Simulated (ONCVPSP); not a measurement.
# Building the ONCV potential for neodymium (PBE, scalar-relativistic).

The input file (ONCVPSP 4.0.1):

```
# ATOM AND REFERENCE CONFIGURATION
# atsym  z   nc   nv     iexc    psfile
  Nd 60.00    9    4        4      upf
#
#   n    l    f
    1    0    2.00
    2    0    2.00
    2    1    6.00
    3    0    2.00
    3    1    6.00
    3    2   10.00
    4    0    2.00
    4    1    6.00
    4    2   10.00
    4    3    4.00
    5    0    2.00
    5    1    6.00
    6    0    1.00
#
# PSEUDOPOTENTIAL AND OPTIMIZATION
# lmax
    3
#
#   l,   rc,      ep,       ncon, nbas, qcut
    0    2.75    0.00    3    7    5.00
    1    1.70    0.00    4    9    3.80
    2    2.55    0.28    4    7    3.50
    3    1.65    0.00    3    8   11.00
#
# LOCAL POTENTIAL
# lloc, lpopt,  rc(5),   dvloc0
    4    5    1.60    2.00
#
# VANDERBILT-KLEINMAN-BYLANDER PROJECTORs
# l, nproj, debl
    0    2    1.50
    1    2    0.90
    2    2    0.90
    3    2    2.60
#
# MODEL CORE CHARGE
# icmod, fcfact, rcfact
    2    0.55    1.10
#
# LOG DERIVATIVE ANALYSIS
# epsh1, epsh2, depsh
   -3.00    5.00    0.02
#
# OUTPUT GRID
# rlmax, drl
    6.00    0.01
#
# TEST CONFIGURATIONS
# ncnf
    4
# nvcnf
#   n    l    f
    4
    4    3    4.00
    5    0    2.00
    5    1    6.00
    6    0    2.00
#
    4
    4    3    4.00
    5    0    2.00
    5    1    6.00
    6    0    0.00
#
    4
    4    3    3.00
    5    0    2.00
    5    1    6.00
    6    0    0.00
#
    5
    4    3    4.00
    5    0    2.00
    5    1    6.00
    6    0    0.00
    6    1    2.00
#
```

Command:

```bash
oncvpsp.x < Nd.dat > Nd.out
```

The program printed (shortened: citation, most of the input echo, consistency checks and plot data are left out):

```
ONCVPSP  (Optimized Norm-Conservinng Vanderbilt PSeudopotential)
scalar-relativistic version 4.0.1

#   n    l    f        energy (Ha)
    1    0    2.00    -1.5952775E+03
    2    0    2.00    -2.5820595E+02
    2    1    6.00    -2.3083182E+02
    3    0    2.00    -5.6187165E+01
    3    1    6.00    -4.7555448E+01
    3    2   10.00    -3.5586159E+01
    4    0    2.00    -1.1346631E+01
    4    1    6.00    -8.5203207E+00
    4    2   10.00    -4.5041025E+00
    4    3    4.00    -2.8104706E-01
    5    0    2.00    -1.7063166E+00
    5    1    6.00    -1.0305730E+00
    6    0    1.00    -3.0128733E-01

Reference configufation results
  iterations    32
  all-electron total energy (Ha)   -9.62377116D+03

Begin loop to  construct optimized pseudo wave functions
and semi-local pseudopoentials for all angular momenta

Calculating optimized projector #   1

 for l=   0

    Fraction of norm inside rc  0.984480
    Optimizing pswf for qcut=   5.00 a_B^-1,  ecut=  12.51 Ha
    Residual kinetic energy error=  1.02D-07 Ha

    Energy error per electron        Cutoff
         Ha          eV             Ha
         0.01000     0.27211        2.54
         0.00100     0.02721        6.50
         0.00010     0.00272        8.49
         0.00001     0.00027       10.05

Calculating optimized projector #   2

 for l=   0

    Fraction of norm inside rc  0.149267
    Optimizing pswf for qcut=   5.00 a_B^-1,  ecut=  12.51 Ha
    Residual kinetic energy error=  1.80D-07 Ha

    Energy error per electron        Cutoff
         Ha          eV             Ha
         0.01000     0.27211        2.11
         0.00100     0.02721        6.31
         0.00010     0.00272        8.56
         0.00001     0.00027       10.28

WARNING wellstate: negative energy specified for n= 6 l=  1
WARNING scattering state with energy  0.25000000
WARNING will be used for the first projector

   Wellstate for l =  1  n =  6
     eigenvalue =   0.2500
     asymptotic potential =   0.7500
     half-point radius =  3.4371

Calculating optimized projector #   1

 for l=   1

    Fraction of norm inside rc  0.530963
    Optimizing pswf for qcut=   3.79 a_B^-1,  ecut=   7.18 Ha
    Residual kinetic energy error=  1.00D-02 Ha

    Energy error per electron        Cutoff
         Ha          eV             Ha
         0.01000     0.27211        6.89
         0.00100     0.02721       63.74
         0.00010     0.00272       94.05
         0.00001     0.00027      120.99

Calculating optimized projector #   2

 for l=   1

    Fraction of norm inside rc  0.119333
    Optimizing pswf for qcut=   3.79 a_B^-1,  ecut=   7.18 Ha
    Residual kinetic energy error=  5.48D-03 Ha

    Energy error per electron        Cutoff
         Ha          eV             Ha
         0.01000     0.27211        4.40
         0.00100     0.02721       18.79
         0.00010     0.00272       82.24
         0.00001     0.00027      123.27

WARNING wellstate: moderately localized bound state found for n= 5 l=  2
WARNING scattering state with energy  0.05000000
WARNING will be used for the first projector

   Wellstate for l =  2  n =  6
     eigenvalue =   0.0500
     asymptotic potential =   0.5500
     half-point radius =  8.4777

   Wellstate for l =  2  n =  7
     eigenvalue =   0.9500
     asymptotic potential =   1.4500
     half-point radius =  5.6075

Calculating optimized projector #   1

 for l=   2

    Fraction of norm inside rc  0.156550
    Optimizing pswf for qcut=   3.51 a_B^-1,  ecut=   6.14 Ha
    Residual kinetic energy error=  8.07D-04 Ha

    Energy error per electron        Cutoff
         Ha          eV             Ha
         0.01000     0.27211        4.16
         0.00100     0.02721        5.97
         0.00010     0.00272       13.11
         0.00001     0.00027       24.80

Calculating optimized projector #   2

 for l=   2

    Fraction of norm inside rc  0.122581
    Optimizing pswf for qcut=   3.51 a_B^-1,  ecut=   6.14 Ha
    Residual kinetic energy error=  3.78D-03 Ha

    Energy error per electron        Cutoff
         Ha          eV             Ha
         0.01000     0.27211        5.30
         0.00100     0.02721        7.11
         0.00010     0.00272       12.72
         0.00001     0.00027       23.90

   Wellstate for l =  3  n =  6
     eigenvalue =   2.3190
     asymptotic potential =   2.8190
     half-point radius =  3.2483

Calculating optimized projector #   1

 for l=   3

    Fraction of norm inside rc  0.837935
    Optimizing pswf for qcut=  11.00 a_B^-1,  ecut=  60.52 Ha
    Residual kinetic energy error=  4.03D-06 Ha

    Energy error per electron        Cutoff
         Ha          eV             Ha
         0.01000     0.27211       41.68
         0.00100     0.02721       47.81
         0.00010     0.00272       52.86
         0.00001     0.00027       58.15

Calculating optimized projector #   2

 for l=   3

    Fraction of norm inside rc  0.138579
    Optimizing pswf for qcut=  11.00 a_B^-1,  ecut=  60.52 Ha
    Residual kinetic energy error=  7.26D-06 Ha

    Energy error per electron        Cutoff
         Ha          eV             Ha
         0.01000     0.27211       42.95
         0.00100     0.02721       50.12
         0.00010     0.00272       55.34
         0.00001     0.00027       59.88

Construct Vanderbilt / Kleinmman-Bylander projectors

B matrix Hermiticity error, ll=   0
   1   2    1.0706E-04

  Orthonormal projector coefficients  4.1858E+00  6.7943E-01

B matrix Hermiticity error, ll=   1
   1   2    1.3199E-04

  Orthonormal projector coefficients  7.7970E+00  2.5671E+00

B matrix Hermiticity error, ll=   2
   1   2    3.1462E-05

  Orthonormal projector coefficients  2.2534E+00  7.2564E-01

B matrix Hermiticity error, ll=   3
   1   2   -3.5186E-04

  Orthonormal projector coefficients -1.4008E+01 -4.5410E+00

Model core correction analysis
  based on d2Exc/dn_idn_j

d2excae - all-electron derivatives

   -1.727364D-02   -1.343876D-02   -1.066529D-02   -2.497356D-03
   -1.343844D-02   -2.567902D-02   -2.243321D-02   -2.288963D-03
   -1.066499D-02   -2.243316D-02   -2.278116D-02   -4.030893D-03
   -2.496602D-03   -2.287107D-03   -4.026228D-03   -3.598299D-02

d2excps - pseudofunction derivatives with no core correction

   -4.522589D-02   -2.750447D-02   -1.635008D-02   -3.878923D-03
   -2.750391D-02   -2.983570D-02   -2.163513D-02   -3.022343D-03
   -1.635070D-02   -2.163490D-02   -2.367526D-02   -4.005121D-03
   -3.878362D-03   -3.020048D-03   -4.000448D-03   -3.608515D-02

rms 2nd derivative error    8.894908E-03

amplitude prefactor, scale prefactor
   13.8754    1.1326

d2excps - pseudofunction derivatives with core correction

   -2.451721D-02   -1.773236D-02   -1.297102D-02   -2.806270D-03
   -1.773234D-02   -2.025847D-02   -1.954413D-02   -1.929922D-03
   -1.297076D-02   -1.954382D-02   -2.304577D-02   -3.766400D-03
   -2.805531D-03   -1.928046D-03   -3.761727D-03   -3.595876D-02

rms 2nd derivative error    3.028111E-03

Pseudoatom total energy  -56.829252

Diagnostic tests using Vanderbilt-Kleinman-Bylander pseudopotentials
  1 or more projectors used as specified by nproj input data

   l    rcore       rmatch      e in        delta e   norm test  slope test

   0   2.7639347   2.8478538  -1.7063166   0.0000006   1.0001133   1.0001029
   0   2.7639347   2.8478538  -0.3012873   0.0000020   1.0000236   0.9999967

   1   1.7025166   1.7542087  -1.0305730  -0.0000061   1.0000844   1.0001076
   1   1.7025166   1.7542087   0.2500000   0.0000010   1.0002585   1.0002585

   2   2.5571372   2.6347775   0.0500000   0.0000010   1.0000850   1.0000850
   2   2.5571372   2.6347775   0.9500000   0.0000064   1.0001685   1.0001685

   3   1.6523477   1.7025166  -0.2810471  -0.0000085   1.0001690   1.0001428
   3   1.6523477   1.7025166   2.3189529  -0.0000770   1.0001884   1.0001884

 Testing for bound ghosts
   n   l    E NL Schr. Eq   E Basis Diag.   E Cutoff

   1   0       -1.706316       -1.706297     25.07
   2   0       -0.301285       -0.296688     25.07

   2   1       -1.030579       -1.029871    136.04

   3   2       -0.268827       -0.266532     39.99

   4   3       -0.281056       -0.279423    142.45

 Testing for highly-localized positive-energy ghosts
       l    <radius>/rc     E Basis Diag.   E Cutoff

Test configuration 0

   n   l     f        eae           eps        diff
   1   0  2.0000-1595.27747701
   2   0  2.0000 -258.20594581
   2   1  6.0000 -230.83182339
   3   0  2.0000  -56.18716517
   3   1  6.0000  -47.55544773
   3   2 10.0000  -35.58615903
   4   0  2.0000  -11.34663090
   4   1  6.0000   -8.52032069
   4   2 10.0000   -4.50410251
   4   3  4.0000   -0.28104706   -0.28105554   -8.48D-06
   5   0  2.0000   -1.70631656   -1.70631595    6.08D-07
   5   1  6.0000   -1.03057301   -1.03057908   -6.06D-06
   6   0  1.0000   -0.30128733   -0.30128529    2.04D-06

    Total energies and differences
      AE_ref= -9.62377116D+03  AE_tst= -9.62377116D+03  dif=  0.00D+00
      PS_ref= -5.68292516D+01  PS_tst= -5.68292516D+01  dif= -3.74D-12
      PSP excitation error=  3.74D-12

Test configuration 1

   n   l     f        eae           eps        diff
   1   0  2.0000-1595.05963554
   2   0  2.0000 -257.98917174
   2   1  6.0000 -230.61490311
   3   0  2.0000  -55.97180871
   3   1  6.0000  -47.34006124
   3   2 10.0000  -35.37064077
   4   0  2.0000  -11.13077455
   4   1  6.0000   -8.30426339
   4   2 10.0000   -4.28771236
   4   3  4.0000   -0.06437669   -0.06365052    7.26D-04
   5   0  2.0000   -1.48702078   -1.48743002   -4.09D-04
   5   1  6.0000   -0.81176856   -0.81204845   -2.80D-04
   6   0  2.0000   -0.12869980   -0.12875044   -5.06D-05

    Total energies and differences
      AE_ref= -9.62377116D+03  AE_tst= -9.62398475D+03  dif= -2.14D-01
      PS_ref= -5.68292516D+01  PS_tst= -5.70424537D+01  dif= -2.13D-01
      PSP excitation error= -3.87D-04

Test configuration 2

   n   l     f        eae           eps        diff
   1   0  2.0000-1595.53513128
   2   0  2.0000 -258.46193054
   2   1  6.0000 -231.08799272
   3   0  2.0000  -56.44119771
   3   1  6.0000  -47.80951793
   3   2 10.0000  -35.84041023
   4   0  2.0000  -11.60115973
   4   1  6.0000   -8.77507814
   4   2 10.0000   -4.75921651
   4   3  4.0000   -0.53560608   -0.53702779   -1.42D-03
   5   0  2.0000   -1.96352089   -1.96345685    6.40D-05
   5   1  6.0000   -1.28557034   -1.28531133    2.59D-04

    Total energies and differences
      AE_ref= -9.62377116D+03  AE_tst= -9.62337475D+03  dif=  3.96D-01
      PS_ref= -5.68292516D+01  PS_tst= -5.64327681D+01  dif=  3.96D-01
      PSP excitation error= -6.99D-05

Test configuration 3

   n   l     f        eae           eps        diff
   1   0  2.0000-1596.16804865
   2   0  2.0000 -259.11780044
   2   1  6.0000 -231.74043302
   3   0  2.0000  -57.12850911
   3   1  6.0000  -48.49611861
   3   2 10.0000  -36.52426469
   4   0  2.0000  -12.26811252
   4   1  6.0000   -9.43552955
   4   2 10.0000   -5.40785391
   4   3  3.0000   -1.13125752   -1.11196681    1.93D-02
   5   0  2.0000   -2.47858076   -2.49629952   -1.77D-02
   5   1  6.0000   -1.76578869   -1.76591604   -1.27D-04

    Total energies and differences
      AE_ref= -9.62377116D+03  AE_tst= -9.62254977D+03  dif=  1.22D+00
      PS_ref= -5.68292516D+01  PS_tst= -5.56163139D+01  dif=  1.21D+00
      PSP excitation error=  8.45D-03

Test configuration 4

   n   l     f        eae           eps        diff
   1   0  2.0000-1595.14388839
   2   0  2.0000 -258.07249629
   2   1  6.0000 -230.69830742
   3   0  2.0000  -56.05382572
   3   1  6.0000  -47.42210121
   3   2 10.0000  -35.45282549
   4   0  2.0000  -11.21354788
   4   1  6.0000   -8.38725374
   4   2 10.0000   -4.37107195
   4   3  4.0000   -0.14800088   -0.14886616   -8.65D-04
   5   0  2.0000   -1.57419391   -1.57443377   -2.40D-04
   5   1  6.0000   -0.89769789   -0.89750505    1.93D-04
   6   1  2.0000   -0.08197986   -0.08197217    7.69D-06

    Total energies and differences
      AE_ref= -9.62377116D+03  AE_tst= -9.62380924D+03  dif= -3.81D-02
      PS_ref= -5.68292516D+01  PS_tst= -5.68672700D+01  dif= -3.80D-02
      PSP excitation error= -5.66D-05
```

The run took about 6 s on one core of a shared server CPU.
